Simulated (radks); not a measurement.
Question: These are the eigenvalues of the occupied orbitals of an atom or ion with whole-number occupations (hartree). Calculated with a radial shooting solver on a logarithmic mesh with Libxc functionals: Dirac Kohn-Sham, Slater X-alpha with alpha = 0.609, spin-unpolarised, spherical densities, point nucleus.

| orbital | eigenvalue |
|---|---|
| 1s1/2 | -2033.478 |
| 2s1/2 | -339.8184 |
| 2p1/2 | -323.4403 |
| 2p3/2 | -292.0599 |
| 3s1/2 | -75.93133 |
| 3p1/2 | -68.77102 |
| 3p3/2 | -62.22735 |
| 3d3/2 | -49.92607 |
| 3d5/2 | -48.49706 |
| 4s1/2 | -15.08864 |
| 4p1/2 | -12.25356 |
| 4p3/2 | -10.77839 |
| 4d3/2 | -6.11050 |
| 4d5/2 | -5.84348 |
| 5s1/2 | -2.01133 |
| 5p1/2 | -1.24918 |
| 5p3/2 | -1.06519 |
| 6s1/2 | -0.29547 |
| 4f5/2 | -0.28703 |
| 4f7/2 | -0.25184 |

Which element is it, and in what charge state? The configuration may be excited. Open shells, if any, are shared by 2j + 1.

Answer: Z = 67, holmium, charge +1: Ho+ in [Xe] 4f11 6s1. The list shows which subshells hold electrons but not how many an open one holds; the 1s level, -2033.5 hartree, gives Z - s = 63.8 by -(Z - s)^2/2, which with screening and relativity narrows Z to a few neighbours, and the depths of the outer levels then fix element, charge and occupations together.
